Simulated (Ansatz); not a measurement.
Ansatz (an electronic-structure program) input (PBE0/def2-SVP):

Ansatz 0.2 input:
```yaml
crystal:
  periodic: [false, false, false]
  atoms:
    - {symbol: Ta, position_ang: [-0.00000000, 0.00000000, -0.00000000]}
    - {symbol: C, position_ang: [1.74787351, -1.00852110, -0.78711037]}
    - {symbol: C, position_ang: [-0.94391181, 1.60055815, -1.11308736]}
    - {symbol: C, position_ang: [0.70789516, 0.95646436, 1.80991153]}
    - {symbol: C, position_ang: [-1.51185686, -1.54850141, 0.09028619]}
    - {symbol: H, position_ang: [2.56881274, -0.30008764, -0.94852153]}
    - {symbol: H, position_ang: [2.11216635, -1.79503083, -0.11164918]}
    - {symbol: H, position_ang: [1.52807231, -1.47455179, -1.75477538]}
    - {symbol: H, position_ang: [-1.28112994, 1.24833671, -2.09497164]}
    - {symbol: H, position_ang: [-0.24038950, 2.42280085, -1.28871778]}
    - {symbol: H, position_ang: [-1.81640242, 2.01283126, -0.58740146]}
    - {symbol: H, position_ang: [1.14547557, 0.22135313, 2.49548254]}
    - {symbol: H, position_ang: [-0.11657975, 1.44463134, 2.34264681]}
    - {symbol: H, position_ang: [1.47194418, 1.71905579, 1.60439255]}
    - {symbol: H, position_ang: [-1.76770810, -1.93685621, -0.90534191]}
    - {symbol: H, position_ang: [-2.43315838, -1.16960219, 0.54801062]}
    - {symbol: H, position_ang: [-1.17110306, -2.39288040, 0.70084636]}
basis:
  gaussian:
    orbitals: def2-SVP
hamiltonian:
  xc: {name: PBE0}
magnetization: {spin_polarized: true, initial_magnetization: 1}
```

End of the output:

```
integrals: 0.10 GiB planned
1658 factors; their error is unknown
0.20 GiB of the device are held for the grids
0.86 GiB of device memory are held for the factors and their scratch space
mean field: 0.78 GiB planned
mean field evaluation 1: about -5866.9229 eV, gradient 6.0e1 eV
mean field evaluation 2: about -5849.2922 eV, gradient 8.1e1 eV
mean field evaluation 4: about -5884.5229 eV, gradient 2.8e0 eV
mean field evaluation 8: about -5884.5715 eV, gradient 6.6e-2 eV
mean field evaluation 16: about -5884.6698 eV, gradient 2.8e-4 eV
mean field evaluation 32: about -5866.9229 eV, gradient 6.0e1 eV
mean field -5885.07273406 eV, -216.2724339310 hartree, gradient 1.7e-5 eV, S^2 0.753567; 3 other end points of the search recorded, 0 dependent functions left out
reference -5885.07277431 eV, -216.2724354101 hartree; 25, 24 occupied and 123, 124 virtual orbitals, 1658 factors
Total energy: -5885.07277431 eV, -216.2724354101 hartree
```

The spin state was set by rule; other spins were not relaxed.
